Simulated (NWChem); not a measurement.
Species: C₃H₄S; SMILES C#CCS

```xyz
8

C      0.4742     2.3194     0.0000
C     -0.1364     1.2783     0.0000
C     -0.8557     0.0141     0.0000
S      0.3543    -1.4007     0.0000
H      1.0068     3.2428     0.0000
H     -1.4921    -0.0644    -0.8875
H     -1.4921    -0.0644     0.8875
H     -0.5839    -2.3743     0.0000
```
Atoms are numbered in this order, from 1.

All runs: NWChem. Medium grid unless said otherwise, to which SCAN and Minnesota functionals are sensitive. All runs use the structure optimised with B3LYP/6-31G* (spherical d). B3LYP is NWChem's, with the RPA form of VWN correlation.

For level B3LYP/def2-SVP:

- highest occupied level (eV): -6.54
- orbital gap (eV): 6.73

**Question.** What are these values for level MN15/def2-SVP?

**Answer.** 
- highest occupied level (eV): -7.56
- orbital gap (eV): 8.67
